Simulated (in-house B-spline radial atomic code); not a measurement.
BLYP excitations of K+

Method: BLYP. Computed with a B-spline radial code for spherical atoms: linear response of the closed shell [Ne] 3s2 3p6 with the functional's adiabatic kernel; non-relativistic, point nucleus, no spin-orbit coupling, no double excitations, S, P, D and F terms only. Only terms of natural parity with L up to 3 were computed.

Command:
```bash
python run_td.py task.json out
```
Settings (radii: box in bohr, nucleus in fm):
```
Z                        19
electrons                18
configuration            [Ne] 3s2 3p6
hamiltonian              nr
method                   b88,lyp
box_radius               41.61
intervals                55
```

Run time, properties included: 0.3 s on 1 thread of Intel(R) Xeon(R) Platinum 8375C CPU @ 2.90GHz (Ice Lake), with other jobs on the host.

The lowest states, in the order of their Tamm-Dancoff energies; the method's threshold (minus the highest occupied level) is 24.753 eV. Labels give the largest channel, * marks a mixed state, and oscillator strengths are full-response dipole values. Semilocal kernels can invert the small singlet-triplet splittings of Rydberg terms. Energies in eV:

| state | full response | Tamm-Dancoff | oscillator strength |
| --- | --- | --- | --- |
| 3p → 4s 3P | 18.141 | 18.149 | - |
| 3p → 4s 1P | 18.433 | 18.442 | 0.316 |
| 3p → 3d 3P | 19.646 | 19.708 | - |
| 3p → 3d 3F | 19.721 | 19.806 | - |
| 3p → 4p 3S | ? | ? | - |
| 3p → 4p 3D | ? | ? | - |
| 3p → 4p 1D | 20.725 | 20.728 | - |
| 3p → 3d 1F | 20.891 | 20.894 | - |
| 3p → 4p 1S | 21.444 | 21.515 | - |
| 3p → 3d 1P | 22.463 | 22.537 | 0.648 |
| 3p → 5s 3P | 22.605 | 22.607 | - |
| 3p → 5s 1P | 22.664 | 22.666 | 0.0884 |
| 3p → 5p 3S | 23.184 | 23.186 | - |
| 3p → 4d 3P | 23.186 | 23.191 | - |
| 3p → 4d 3F | 23.184 | 23.191 | - |
| 3p → 5p 3D | 23.201 | 23.203 | - |
| 3p → 5p 1D | 23.232 | 23.232 | - |

Q: Where does 3p → 4p 3D lie?

A: At 20.603 eV in full response, 20.609 eV in Tamm-Dancoff.

Q: Where does 3p → 4p 3S lie?

A: At 20.523 eV in full response, 20.533 eV in Tamm-Dancoff.

Q: How large is the singlet-triplet splitting of 3p → 4s (P terms) in Tamm-Dancoff?

A: 0.293 eV, from the unrounded values.

Q: What polarisabilities and dispersion coefficient does the method give?

A: Dipole 5.768 bohr³, quadrupole 18.66 bohr⁵, C6 24.81 hartree·bohr⁶ for two such species.
